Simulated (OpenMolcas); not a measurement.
## Pr4+ in octahedral coordination: ligands and hosts compared

```
Program             : OpenMolcas
Method              : SS-CASPT2, IPEA 0.25 Eh, imaginary shift 0.1 Eh
Active space        : 1 electron in 7 orbitals (4f)
Spin-orbit coupling : state interaction with AMFI integrals over the reference wave functions
```

Distances were set from a Shannon-type radius of the metal (high-spin where two are listed) plus a fixed donor radius (Br 1.91, Cl 1.76, H2O 1.36, O 1.38, F 1.31 Å), in hosts weighted 0.65 to 0.35 with the host's distance in the model lattice. Anionic complexes are neutralised by point charges, and hosts are embedded clusters. Ligand basis ANO-RCC-VDZP. States (labels of the rotation group of each site). Energies in cm-1 above the lowest state or level, χT in cm3 K/mol.

| Ligand or host | R (Å) | Metal basis | Outer charge (e at Å behind ligand) | Ground state | First state of that spin | First gap with spin-orbit (degeneracies) | Width of lowest J | χT at 300 K |
| --- | --- | --- | --- | --- | --- | --- | --- | --- |
| Cs2NaYBr6 | 2.762 | ANO-RCC-VDZP |  | 2A2 | 2T2 520 | 1040 (2, 4) | 1039 | 0.390 |
| Cl | 2.61 | ANO-RCC-VDZP | 0.33 at 2.4 | 2A2 | 2T2 580 | 1090 (2, 4) | 1088 | 0.378 |
| Br | 2.76 | ANO-RCC-VTZP | 0.33 at 2.4 | 2A2 | 2T2 570 | 1090 (2, 4) | 1093 | 0.377 |
| Cs2NaYCl6 | 2.613 | ANO-RCC-VDZP |  | 2A2 | 2T2 540 | 1160 (2, 4) | 1156 | 0.363 |
| H2O | 2.21 | ANO-RCC-VDZP |  | 2A2 | 2T2 410 | 1220 (2, 4) | 1219 | 0.348 |
| Cs2ZrCl6 | 2.552 | ANO-RCC-VDZP |  | 2A2 | 2T2 650 | 1300 (2, 4) | 1301 | 0.332 |
| O | 2.23 | ANO-RCC-VDZP | 1.3 at 2.8 | 2A2 | 2T2 940 | 1310 (2, 4) | 1307 | 0.324 |
| F | 2.16 | ANO-RCC-VDZP | 0.33 at 2.6 | 2A2 | 2T2 840 | 1470 (2, 4) | 1474 | 0.301 |
| Cs2NaYF6 | 2.166 | ANO-RCC-VDZP |  | 2A2 | 2T2 840 | 1540 (2, 4) | 1543 | 0.291 |

The rows also differ in their metal basis and outer charges, so part of each step comes from that.

The width of the lowest J multiplet rises in the order Cs2NaYBr6 < Cl < Br < Cs2NaYCl6 < H2O < Cs2ZrCl6 < O < F < Cs2NaYF6, by a factor of 1.49 from first to last.

Roots that are degenerate in the reference are averaged as groups; the widest CASPT2 spread within a group is 170 cm-1 (the 3-fold group of multiplicity 2 near 2120 cm-1 above the lowest state of its run, Br). Shifts and gaps below about the spread of the groups concerned are not significant. Over all roots computed the reference weight is 0.68 in Cs2NaYBr6, 0.66 in Cl, 0.66 in Br, 0.66 in Cs2NaYCl6, 0.67 in Cs2ZrCl6, 0.71 in F, 0.72 in Cs2NaYF6; a low but even weight reflects the number of correlated electrons. Splittings of an f shell from a small cluster at a set distance can be off by tens of per cent, mostly too small. The oxide ions are held by bare point charges, a crude embedding (holds for O). No measured value stands beside these numbers; the geometry was imposed, not optimised, and the real ion may take another.
